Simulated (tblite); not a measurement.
C₄H₁₃BS.
SMILES with atom numbers: `[CH3:1][BH2-:2][S@@+:3]([CH3:4])[CH2:5][CH3:6]` (hydrogens: H7, H8, H9 on C1; H10, H11 on B2; H12, H13, H14 on C4; H15, H16 on C5; H17, H18, H19 on C6)

Computed with GFN2-xTB (tblite), gas phase: Langevin dynamics at 600 K from the optimised GFN2-xTB geometry, time step 0.5 fs, friction 0.01 fs⁻¹, 2000 steps. The instantaneous temperature is 2·E(kin)/(3Nk) with all 3N coordinates.

```tsv
t (fs)	T (K)	E(pot) above start (eV)	C1–B2 (Å)	B2–S3 (Å)	S3–C4 (Å)	S3–C5 (Å)	C5–C6 (Å)	C1–H7 (Å)	C1–B2–S3–C4 (°)
0	488	0.000	1.613	2.017	1.818	1.833	1.516	1.090	70
25	322	0.633	1.606	2.178	1.849	1.829	1.492	1.034	68
50	394	0.745	1.620	2.098	1.786	1.809	1.534	1.061	64
75	446	0.766	1.616	1.873	1.871	1.815	1.542	1.092	68
100	522	1.185	1.576	2.224	1.801	1.934	1.500	1.118	71
125	596	1.462	1.600	2.385	1.859	1.792	1.526	1.095	82
150	759	1.127	1.567	2.184	1.831	1.863	1.595	1.058	81
175	748	1.568	1.682	1.965	1.823	1.860	1.530	1.086	83
200	658	1.569	1.706	2.000	1.891	1.951	1.407	1.106	75
225	620	1.452	1.492	2.252	1.736	1.860	1.518	1.132	75
250	566	1.442	1.646	2.197	1.922	1.843	1.553	1.095	65
275	571	1.342	1.718	2.091	1.735	1.887	1.521	1.069	49
300	688	1.036	1.644	1.967	1.951	1.840	1.508	1.068	40
325	539	1.265	1.596	2.043	1.783	1.816	1.535	1.099	49
350	353	1.259	1.686	2.057	1.892	1.803	1.596	1.119	53
375	496	1.357	1.591	1.978	1.799	1.813	1.616	1.123	50
400	568	1.480	1.546	1.999	1.879	1.924	1.526	1.060	37
425	508	1.531	1.615	2.203	1.805	1.853	1.447	1.088	40
450	735	1.019	1.600	2.162	1.808	1.843	1.549	1.091	49
475	638	1.383	1.537	2.212	1.829	1.885	1.537	1.104	63
500	657	1.681	1.685	2.194	1.869	1.837	1.511	1.070	53
525	746	1.560	1.632	2.044	1.805	1.837	1.448	1.126	44
550	575	1.893	1.521	1.948	1.921	1.942	1.478	1.134	55
575	726	1.490	1.653	2.082	1.844	1.762	1.508	1.058	60
600	744	1.333	1.760	2.123	1.811	1.900	1.520	1.110	70
625	701	1.567	1.574	1.989	1.837	1.800	1.452	1.134	77
650	632	1.701	1.710	1.918	1.828	1.975	1.523	1.132	81
675	929	1.585	1.612	2.079	1.913	1.771	1.559	1.084	77
700	555	1.990	1.556	1.901	1.749	1.907	1.607	1.113	80
725	608	1.545	1.648	1.999	1.963	1.771	1.531	1.119	89
750	586	1.344	1.666	2.178	1.756	1.933	1.475	1.032	102
775	542	1.749	1.521	2.290	1.940	1.817	1.573	1.066	111
800	566	1.191	1.662	2.248	1.723	1.866	1.513	1.133	116
825	424	1.123	1.698	2.191	1.932	1.834	1.519	1.138	131
850	721	1.029	1.570	2.138	1.790	1.906	1.518	1.080	146
875	453	1.269	1.577	2.039	1.874	1.843	1.469	1.083	158
900	654	0.999	1.693	1.966	1.763	1.907	1.535	1.074	171
925	740	0.950	1.593	2.128	1.854	1.809	1.579	1.103	176
950	492	1.847	1.632	2.165	1.797	1.894	1.569	1.132	-174
975	725	1.674	1.626	2.116	1.933	1.836	1.500	1.048	-158
1000	821	1.539	1.688	2.097	1.844	1.891	1.463	1.068	-143
```

**Question.** From 500 fs on, how do temperature and potential energy compare with equipartition?

**Answer.** The mean temperature of these 21 frames is 648 K against the target 600 K, and the mean potential energy 1.48 eV against 51 × kT/2 = 1.32 eV for 51 classical harmonic modes. For 19 atoms in a canonical ensemble the temperature itself scatters by T·√(2/(3N)) = 112 K; here its standard deviation is 121 K. The whole run lasts only 10 friction times of 100 fs, so these averages carry a wide statistical error.

**Question.** What are the kinetic and total energies of the listed frame with the highest potential energy?

**Answer.** The one at 700 fs, 1.990 eV above the start. Its kinetic energy is 3NkT/2 = 1.363 eV at 555 K, so the sum is 3.35 eV; over the listed frames the sum runs from 1.20 to 3.87 eV, since the thermostat adds and removes energy.

**Question.** How much do the listed bonds fluctuate from 500 fs on?

**Answer.** 
| bond | at the start (Å) | mean (Å) | standard deviation (Å) |
| --- | --- | --- | --- |
| C1–B2 | 1.613 | 1.632 | 0.062 |
| B2–S3 | 2.017 | 2.087 | 0.105 |
| S3–C4 | 1.818 | 1.845 | 0.068 |
| S3–C5 | 1.833 | 1.859 | 0.058 |
| C5–C6 | 1.516 | 1.517 | 0.043 |
| C1–H7 | 1.090 | 1.097 | 0.032 |

The motion is classical and holds no zero-point motion.

What follows is the cost of the whole dynamics run. The run took 9.7 s on one thread, Arm Neoverse V2 (aarch64), no GPU, shared host with 96 logical CPUs at a one-minute load of 28, and the process peaked at 0.18 GiB of memory.
